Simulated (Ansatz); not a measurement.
Mulliken charges of CH$_{4}$BrInO$_{2}$, SMILES `C[O][In]([OH])[Br]` from ωB97M-V/def2-TZVPP in Ansatz (PBE0-D4/def2-TZVP geometry).

```tsv
atom	x (Å)	y (Å)	z (Å)	charge (e)
C1	-1.557	-0.587	-0.282	-0.152
O2	-0.248	-0.323	-0.727	-0.505
In3	1.136	0.475	0.422	0.942
O4	2.883	0.891	-0.371	-0.481
Br5	0.664	0.880	2.784	-0.301
H6	-1.637	-0.702	0.807	0.101
H7	-1.903	-1.519	-0.741	0.112
H8	-2.241	0.215	-0.585	0.109
H9	2.903	0.669	-1.307	0.175
```

Task: By hand: the dipole of these point charges (1 e Å = 4.8032 D).

Result: Σ q r = (-0.269, -0.094, -0.146) e Å, of length 0.320 e Å = 1.54 D.

Task: How does the dipole of the full density compare? (An estimate is asked.)

Result: Computed: (-0.194, -0.098, -0.225) e Å, 1.50 D; the point charges give 1.03 times that, at 20° from its direction.

Point charges leave out the atoms' own dipoles, such as those of lone pairs, and Mulliken's split depends on the basis, so the two needn't agree.
